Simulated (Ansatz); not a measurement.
A run for Ansatz (a program for electronic structure): U-CCSD(T)/cc-pVTZ on FGaH2 (SMILES [F][GaH2]), a point of a bond scan (R = 2.723 Å). The run froze 15 orbitals, filled d shells among them.

Ansatz 0.2 input:
```yaml
crystal:
  periodic: [false, false, false]
  atoms:
    - {symbol: Ga, position_ang: [-0.15314797, -0.29827289, 0.09911006]}
    - {symbol: H, position_ang: [1.20645774, -1.62750441, 2.04879206]}
    - {symbol: H, position_ang: [-1.47626948, -0.60250567, -0.66151679]}
    - {symbol: F, position_ang: [0.62223187, 1.21186655, -0.40267879]}
basis:
  gaussian:
    orbitals: cc-pVTZ
correlation: {method: ccsd_t, electrons: outside_noble_gas}
scf: {omitted_lower_state_checks: [cluster_reference]}
magnetization: {spin_polarized: true, initial_magnetization: 0}
```

Task: Give the final energy of this run.

Result: -2024.2227 hartree (reference determinant -2023.8646, T1 diagnostic 0.077). Its determinant has ⟨S²⟩ = 0.75, a mixture of spin states.

Task: How many basis functions does it have, and what does it roughly cost on one machine?

Result: 101 functions; very roughly 10 core-seconds.
